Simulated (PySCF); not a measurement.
Gas-phase reaction: 2 HfCl2(OH)2 → HfO2 + H2O + HfCl4.H2O

Computed with PySCF and rigid-rotor harmonic-oscillator thermochemistry at 1 bar. † marks an energy on the PBE0/def2-TZVP geometry and frequencies; other levels use their own. MP2 and CCSD(T) freeze the core. All species are closed-shell singlets. Hf: scalar-relativistic def2 core potential, no spin-orbit coupling. Adducts (HfCl4.H2O) have no counterpoise correction, and HF, PBE, BLYP, B3LYP and PBE0 lack dispersion. HfCl2(OH)2, HfCl4.H2O: computed as isolated molecules; such fragments, hydroxides, amides, oligomers or adducts are transient or little studied in the gas. MP2 isn't extrapolated to the basis-set limit; its ΔH°(298 K) is 643.7 kJ in def2-SVP and 634.2 kJ in def2-TZVPP. CCSD(T) isn't extrapolated to the basis-set limit. The harmonic model lacks anharmonicity and excited electronic states, which grow with temperature; levels with a mode under 35 cm⁻¹ are left out. Soft modes under 120 cm⁻¹ make the harmonic entropy rough for HfCl2(OH)2, HfCl4.H2O. Warning, large T1 diagnostic: HfO2 (CCSD(T)/def2-SVP†).

```json
[
 {"level": "BLYP/def2-TZVP†", "ΔE electronic, kJ": "622", "ΔH°(298 K), kJ": "627", "ΔS°(298 K), J/K": "114", "ΔG°(2500 K), kJ": "415"},
 {"level": "CCSD(T)/def2-SVP†", "ΔE electronic, kJ": "680", "ΔH°(298 K), kJ": "684", "ΔS°(298 K), J/K": "114", "ΔG°(2500 K), kJ": "473"},
 {"level": "HF/def2-TZVP†", "ΔE electronic, kJ": "799", "ΔH°(298 K), kJ": "803", "ΔS°(298 K), J/K": "114", "ΔG°(2500 K), kJ": "592"},
 {"level": "M06-2X/def2-TZVP†", "ΔE electronic, kJ": "695", "ΔH°(298 K), kJ": "699", "ΔS°(298 K), J/K": "114", "ΔG°(2500 K), kJ": "488"},
 {"level": "MP2/def2-SVP†", "ΔE electronic, kJ": "640", "ΔH°(298 K), kJ": "644", "ΔS°(298 K), J/K": "114", "ΔG°(2500 K), kJ": "433"},
 {"level": "PBE/def2-SVP", "ΔE electronic, kJ": "636", "ΔH°(298 K), kJ": "638", "ΔS°(298 K), J/K": "122", "ΔG°(2500 K), kJ": "404"},
 {"level": "PBE/def2-TZVP†", "ΔE electronic, kJ": "615", "ΔH°(298 K), kJ": "620", "ΔS°(298 K), J/K": "114", "ΔG°(2500 K), kJ": "408"},
 {"level": "PBE0/def2-QZVP†", "ΔE electronic, kJ": "664", "ΔH°(298 K), kJ": "668", "ΔS°(298 K), J/K": "114", "ΔG°(2500 K), kJ": "456"},
 {"level": "ωB97M-V/def2-TZVP†", "ΔE electronic, kJ": "694", "ΔH°(298 K), kJ": "698", "ΔS°(298 K), J/K": "114", "ΔG°(2500 K), kJ": "487"}
]
```
ΔH° is lowest at PBE/def2-TZVP† and highest at HF/def2-TZVP†. No reference value is set beside these.
